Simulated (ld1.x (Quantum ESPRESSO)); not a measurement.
# Before and after: TM potential for Ba

Ba, norm-conserving Troullier–Martins (Kleinman–Bylander form), made with ld1.x (Quantum ESPRESSO) 7.5 (LDA (PZ), fully relativistic). Core [Xe], reference 5d0 6s1.5 6p0.5. Waves: 6s (bound): rc 3.35 bohr; 6p (bound): rc 3.25 bohr; 5d (bound, empty): rc 3.10 bohr. Local part: all-electron potential smoothed inside 2.40 bohr (lloc = -1). Core correction: Bessel-smoothed model core inside 3.10 bohr.

Open shells are filled in proportion to 2j + 1 (rel_dist='average').

Change: all radii but the core radius scaled by about 1.07 (s 3.58, p 3.46, d 3.30 bohr); local potential all-electron potential smoothed inside 2.56 bohr (lloc = -1).

Cutoffs: the cutoffs (Ry, on a coarse ladder) from which the occupation-weighted sum of valence levels, in a spherical-Bessel basis at the reference potential, stays within 10 and 1 mRy of its value at 400 Ry; they do not see the model core or the augmentation charge, which bear on the density cutoff. Errors are all-electron minus pseudo energies relative to the spin-unpolarised reference configuration.

Task: Predict the effect on cutoff, ghosts and configuration errors.

Result: The potential gets softer (15 Ry and 25 Ry → 10 Ry and 15 Ry); both files keep a bound ghost (p, s); of the 7 tests that both files solve, the error grows in 3 and shrinks in 2 by more than 15 % and 0.3 meV (median size 11.0 → 13.1 meV). A larger radius leaves more room for a smooth pseudo-wave, so fewer plane waves are needed.

| quantity | base | changed |
| --- | --- | --- |
| cutoff, loose | 15 Ry | 10 Ry |
| cutoff, tight | 25 Ry | 15 Ry |
| loose cutoff by channel (10 mRy a level) | s 6 Ry, p 21 Ry | s 6 Ry, p 10 Ry |
| bound ghosts | s, p3/2, p1/2 | s, p3/2, p1/2 |
| error for 5d0 6s2 6p0, meV [ΔE -1.04 eV] | -0.9 | -0.7 |
| error for 5d0 6s1 6p0, meV [ΔE 4.50 eV] | -3.7 | -3.1 |
| error for 5d0 6s1.5 6p0, meV [ΔE 1.17 eV] | -0.5 | -0.1 |
| error for 5d0.5 6s1.5 6p0, meV [ΔE -0.40 eV] | -11 | -13 |
| error for 5d0 6s0 6p1, meV [ΔE 7.20 eV] | -41 | -46 |
| error for 5d1 6s1 6p0, meV [ΔE 0.31 eV] | -35 | -41 |
| error for 5d1 6s0 6p0, meV [ΔE 5.23 eV] | -36 | -46 |

 A true bound ghost makes a file unfit for plane-wave use even where its test errors are small: the radial tests pick states by their node count and pass the ghost by.
